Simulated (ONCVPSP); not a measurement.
## nitrogen (N), ONCV: configuration errors across variants

nitrogen (N), optimised norm-conserving Vanderbilt (ONCV), made with ONCVPSP 4.0.1 (PBE, scalar-relativistic). Core [He], reference 2s2 2p2 (charge +1). Waves: 2s: rc 1.00 bohr, ncon 4, nbas 8, qcut 7.2 1/bohr, 2 projectors, debl 2.6 Ha; 2p: rc 1.10 bohr, ncon 4, nbas 7, qcut 7.1 1/bohr, 3 projectors, debl 3.5 Ha; d scattering state at 0.31 Ha: rc 1.20 bohr, ncon 3, nbas 6, qcut 8.7 1/bohr, 2 projectors, debl 3.9 Ha. Local part: polynomial inside 0.95 bohr (lpopt 5, dvloc0 0 Ha). Core correction: Teter function, fcfact 1.75, rcfact 1.55.

All-electron excitation energies from the reference (eV): (1) 2s2 2p3 -13.591; (2) 2s2 2p1 28.854; (3) 2s2 2p0 75.935; (4) 2s1 2p3 11.781.

1 further variants failed, have other tests or too few solved ones, and are left out.

A true bound ghost makes a file unfit for plane-wave use even where its test errors are small: the radial tests pick states by their node count and pass the ghost by.

Errors AE − PS in meV (a dash: test not solved or not reliable):

```csv
change,(1),(2),(3),(4),bound ghosts,GHOST(+) flags above zero
base,+8.8,+34,+283,+19,none,p
s: rc 1.36,+12,+44,+343,+22,none,p
p: rc 1.32,+14,+56,+408,+15,none,none
"d: rc 1, qcut 10.4",+8.8,+34,+283,+19,none,p
p: nproj 2,+8.2,+35,+280,+18,none,none
```

Q: Give the same row for: s: qcut 5.7; p: qcut 5.6; d: qcut 6.9.

A: +12, +50, +389, +28; bound ghosts: p; GHOST(+) flags above zero: none.
